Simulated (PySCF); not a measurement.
C₄, SMILES [C-]12[C+]([C]1)[C]2 (connectivity only; charge and spin as stated), neutral, multiplicity 1.

Geometry: B3LYP-D3(BJ)/def2-TZVP.

Two levels are set side by side: PBE/def2-TZVPD (PySCF) and HF/def2-TZVPD (PySCF). Same geometry, gas phase. Differences are taken from unrounded values.

| quantity | HF |
|---|---|
| orbital gap (eV) | 11.01 |
| highest occupied level (eV) | -11.57 |
| lowest empty level (eV) | -0.56 |
| mean polarisability (bohr³) | 36.4 |

**Question.** What does PBE give, and how far is it from HF? (An estimate is asked for; the answer gives what the named calculation found.)

**Answer.** 
```
quantity                       PBE  PBE minus HF
---------------------------  -----  ------------
orbital gap (eV)              1.13         -9.88
highest occupied level (eV)  -7.20          4.38
lowest empty level (eV)      -6.06         -5.50
mean polarisability (bohr³)   38.0           1.5
```

Without exact exchange PBE keeps part of each electron's self-repulsion, which lifts occupied levels and narrows the gap. PBE's more diffuse valence density responds more strongly to a field. Differences between two approximate levels are no errors against the true value.

Rough cost on one machine, each run with all the roots and properties that it gave: HF against PBE about 1/3.
